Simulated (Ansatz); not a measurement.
`O[SiH](O)S[SiH2]`• → `O[SiH]S[SiH2]O`•  (isomerisation)

Gas-phase electronic energies from Ansatz, PBE0-D4/def2-TZVP geometries. CCSD(T)/CBS adds triple-zeta CCSD(T) − MP2 to the extrapolated MP2 energy (def2 sets, frozen cores). Functionals use def2-TZVPP. B3LYP here is the variant with VWN-RPA as its local correlation; programs differ in this. Open shells (•) are unrestricted, without spin–orbit coupling. One conformer a species, not always the lowest.

`O[SiH](O)S[SiH2]`•:

Z-matrix (Å, degrees):
```
Si
O 1 1.635
S 1 2.144 2 106.3
O 1 1.628 2 109.2 3 -122.1
H 1 1.474 2 113.3 3 121.2
H 2 0.958 1 118.6 3 -37.8
Si 3 2.134 1 97.9 2 -175.9
H 4 0.959 1 117.8 2 58.8
H 7 1.491 3 110.1 1 -32.3
H 7 1.489 3 107.1 1 -152.7
```

`O[SiH]S[SiH2]O`•:

Cartesian coordinates in Å:
```
O 0.511 -0.405 -1.557
Si -0.733 -1.325 -0.931
S -1.711 -0.144 0.527
Si 0.078 0.611 1.463
O 0.865 1.671 0.500
H 1.147 -0.872 -2.105
H -1.743 -1.646 -1.987
H -0.363 1.338 2.671
H 0.926 -0.559 1.808
H 1.023 1.331 -0.388
```

```csv
level,ΔE (kcal/mol),difference from CCSD(T)/CBS
PBE-D4,2.9,-1.1
r2SCAN-D4,3.8,-0.2
PBE0-D4,3.7,-0.3
B3LYP-D4,3.3,-0.7
ωB97X-V,3.6,-0.4
ωB97M-V,3.8,-0.2
B2PLYP,3.7,-0.3
PBE,3.1,-0.9
r2SCAN,3.8,-0.2
PBE0,3.9,-0.1
B3LYP,3.6,-0.4
HF/def2-TZVPP,5.6,1.6
MP2/def2-TZVPP,3.8,-0.2
SCS-MP2/def2-TZVPP,3.9,-0.1
CCSD/def2-TZVPP,4.5,0.5
CCSD(T)/def2-TZVPP,4.2,0.2
HF/def2-QZVPP,5.6,1.6
MP2/def2-QZVPP,3.7,-0.3
SCS-MP2/def2-QZVPP,3.9,-0.1
HF/CBS(def2),5.6,1.6
MP2/CBS(def2),3.7,-0.3
CCSD/CBS(def2),4.3,0.3
CCSD(T)/CBS,4.0,0
```

Largest T1 diagnostic among the species: 0.014.

From PBE to PBE0 (25 % exact exchange), in def2-TZVPP and without D4, ΔE moves by +0.8 kcal/mol. In def2-TZVPP, CCSD(T) changes the Hartree–Fock value by −1.4 kcal/mol (the triples alone add −0.3 kcal/mol) and MP2 by −1.7 kcal/mol.
